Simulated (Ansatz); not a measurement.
## Energy differences in PtF6 (charge -2)

Program: Ansatz, Gaussian basis, development build. Basis cc-pwCVTZ-PP on Pt, cc-pVTZ on F, scalar-relativistic core potentials (60 electrons on Pt), no spin–orbit coupling, 6 orbitals frozen in the corrections, fitted integrals; active space CAS(6,5). Restricted Hartree–Fock, then the lowest state-specific CASSCF solution met for each case. Single-reference values can break down or jump between states where bonds are stretched. Solutions in different active orbitals can move differences by tenths of an eV and at times more than 1 eV.

Case A, singlet:

```tsv
atom	x (Å)	y (Å)	z (Å)
Pt	0.0000	0.0000	0.0000
F	1.9200	0.0000	0.0000
F	-1.9200	0.0000	0.0000
F	0.0000	1.9200	0.0000
F	0.0000	-1.9200	0.0000
F	0.0000	0.0000	1.9200
F	0.0000	0.0000	-1.9200
```

Case B, triplet: the shape of A.

Energy less that of case A, in eV:

| case | RHF/ROHF | CASSCF |
| --- | --- | --- |
| B | +3.145 | +4.012 |

Problem. Give the SC-NEVPT2 energies against case A.

Solution. B: +3.123 eV (72.0 kcal/mol).

Problem. Which case is lowest, and do the methods agree?

Solution. A is lowest in SC-NEVPT2. Of the methods shown, RHF/ROHF, CASSCF agree.
